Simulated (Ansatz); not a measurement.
`[Cl][Sn]([Cl])([Br])[Br]` → Br₂ + `[Cl][Sn][Cl]` at 700 K and 1 bar (stannylene formation by 1,1-elimination).

Gas-phase electronic energies from Ansatz, PBE0-D4/def2-TZVP geometries. CCSD(T)/CBS is the MP2 limit (def2-TZVPP, def2-QZVPP) plus CCSD(T) − MP2 in def2-TZVPP, frozen cores. Elements past krypton have def2 core potentials. For Br, Sn outer-core shells are correlated without core-valence functions, which leaves a few kJ/mol of doubt a bond. Scalar relativity is left out up to krypton.

```tsv
species	CCSD(T)/CBS energy (Eh)	H − E (kJ/mol)	S (J/(mol·K))
`[Cl][Sn]([Cl])([Br])[Br]`	-6280.40928	76.7	495.1
Br₂	-5146.62008	26.4	276.4
`[Cl][Sn][Cl]`	-1133.69328	41.3	353.9
```

H − E and S are ideal-gas, rigid-rotor, harmonic terms from PBE0-D4/def2-TZVP. 1 Eh = 2625.50 kJ/mol, R = 8.31446 J/(mol·K).

**Question.** By hand: ΔE, ΔH, ΔS and ΔG.

**Answer.** ΔE = (-5146.62008) + (-1133.69328) − (-6280.40928) = 0.09592 Eh = 251.8 kJ/mol. Δ(H − E) = 26.4 + 41.3 − 76.7 = -9.0, so ΔH = 242.8 kJ/mol. ΔS = 276.4 + 353.9 − 495.1 = 135.2 J/(mol·K). ΔG = 242.8 − 700 × (135.2)/1000 = 148.2 kJ/mol.

**Question.** By hand: the equilibrium constant, and the temperature at which ΔG would vanish if ΔH and ΔS stayed fixed.

**Answer.** log₁₀ K = −ΔG/(RT ln 10) = -11.1. ΔG = 0 at ΔH/ΔS = 1796 K.

The number of gas molecules changes by +1, which sets the sign of ΔS. A doubt of 5 kJ/mol in ΔE shifts log₁₀ K by 0.4 here. These are equilibria of isolated gas molecules and say nothing of rates. Largest T1 diagnostic: 0.014 (customary marks: 0.02 for closed shells, 0.045 for open ones).
